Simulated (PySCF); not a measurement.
How methods differ on the excitation energy of Pt

Pt [Xe] 4f14 5d9 6s1 (3D) → Pt [Xe] 4f14 5d9 6p1 (high-spin determinant), as a difference of total energies. All numbers are calculated (PySCF 2.14, a scalar-relativistic core potential, in aug-cc-pwCVDZ-PP with ECP60MDF (6s6p5d3f, 70 functions)). Correlated levels: valence: 5s2 5p6 frozen. The calculations carry no spin-orbit coupling.

```
           method  excitation energy (eV)
              UHF                   3.984
    MP2 (valence)                   4.784
SCS-MP2 (valence)                   4.702
   CCSD (valence)                   4.533
CCSD(T) (valence)                   4.486
```

Problem. How much does correlation contribute at CCSD(T) (valence)?

Solution. 4.486 − (3.984) = 0.502 eV, measured against UHF.

The determinant of the upper state mixes LS terms, which raises its energy above the lowest term, most at the Hartree-Fock and MP2 levels.
